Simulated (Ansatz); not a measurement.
Stepwise reaction of `COB(S)OC` with hydrogen sulfide, as a gas-phase model of exchange steps in deposition or etching. ΔE in kJ/mol.

Calculated with Ansatz (gas phase, PBE0-D4/def2-TZVP geometries, no zero-point term in ΔE). CCSD(T)/CBS adds triple-zeta CCSD(T) − MP2 to the extrapolated MP2 energy (def2 sets, frozen cores). This one scheme is used for every species. DFT in def2-TZVPP. B3LYP here is the variant with VWN-RPA as its local correlation; programs differ in this. Each species was taken in one conformer, which may not be the lowest.

| step | reaction | PBE-D4 | B3LYP-D4 | ωB97M-V | CCSD(T)/CBS |
| --- | --- | --- | --- | --- | --- |
| 1 | `COB(S)OC` + H₂S → `COB(S)S` + CH₃OH | 52.9 | 65.4 | 66.2 | 62.5 |

Q: Give the row of step 2, `COB(S)S` + H₂S → `SB(S)S` + CH₃OH. (Best estimate.)

A: Ansatz gave: 
```json
{"step": "2", "reaction": "`COB(S)S` + H₂S → `SB(S)S` + CH₃OH", "PBE-D4": "50.7", "B3LYP-D4": "62.1", "ωB97M-V": "63.4", "CCSD(T)/CBS": "58.8"}
```

Q: By hand: ΔE of the 2 steps together at CCSD(T)/CBS.

A: (62.5) + (58.8) = 121.3 kJ/mol, or 60.6 kJ/mol a step.

In ΔE the steps differ by no more than 3.7 kJ/mol. All are uphill at CCSD(T)/CBS. PBE-D4 differs from CCSD(T)/CBS by -9.6 to -8.1 kJ/mol a step. Isolated molecules leave out the surface, adducts and barriers. Largest T1 diagnostic: 0.013.
